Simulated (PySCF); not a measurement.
**Polarisability and C₆ of Li⁻ (lithium, charge -1)**

[He] 2s2, closed-shell 1S. Calculation: PySCF 2.14, in aug-cc-pCVTZ-DK with one added diffuse shell each of s, p, d, f type (8s7p5d3f, 75 functions); the spin-free X2C one-electron Hamiltonian (Gaussian nucleus). Coupled (time-dependent) response in atomic units; α is the mean over directions.

```json
{"method": "UHF", "mean α (bohr³)": "1176", "C₆ (like pair)": "33980", "S(−4)": "1406000"}
```

S(−4) is the Cauchy moment in α(ω) = α(0) + S(−4) ω² + …

α(iu) at UHF:

```
u (hartree)  α(iu) (bohr³)
          0           1176
     0.0500          376.1
      0.100          142.2
      0.200          42.73
      0.300          20.07
      0.500          7.626
      0.750          3.547
       1.00          2.077
       1.50         0.9978
       2.00         0.6041
       3.00         0.3038
       5.00         0.1282
```

For an ion, C₆ is the dispersion term alone; charge-induced terms of lower order in 1/R come first.
